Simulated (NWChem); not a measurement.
Species: C4H3NO; SMILES C#C/C=N/C=O

```xyz
9

C     -0.2913     3.0318    -0.0062
C     -0.0395     1.8473     0.0620
C      0.2914     0.4674     0.2050
N     -0.0205    -0.4080    -0.6695
C      0.2683    -1.7447    -0.3885
O      0.0319    -2.2942     0.6543
H     -0.5251     4.0789    -0.0822
H      0.8399     0.1911     1.1256
H      0.6980    -2.2755    -1.2687
```
Atoms are numbered in this order, from 1.

Computed with NWChem. Coordinates come from a PBE0/def2-SVP optimisation. GIAO values for the isolated, static molecule; σ is the absolute isotropic shielding, δ = σ(reference) − σ with the isolated reference molecule computed at the same levels (13C: tetramethylsilane, 1H: tetramethylsilane, 15N: ammonia, 17O: water).

**Question.** Predict the results for PBE/pcSseg-1. Quantities: δ C1 (ppm); δ C2 (ppm); δ C3 (ppm); δ N4 (ppm); δ C5 (ppm); δ O6 (ppm); δ H7 (ppm).

**Answer.** 
```json
{
 "δ C1 (ppm)": "98.5",
 "δ C2 (ppm)": "87.5",
 "δ C3 (ppm)": "149.3",
 "δ N4 (ppm)": "425.4",
 "δ C5 (ppm)": "176.5",
 "δ O6 (ppm)": "571.8",
 "δ H7 (ppm)": "3.69"
}
```
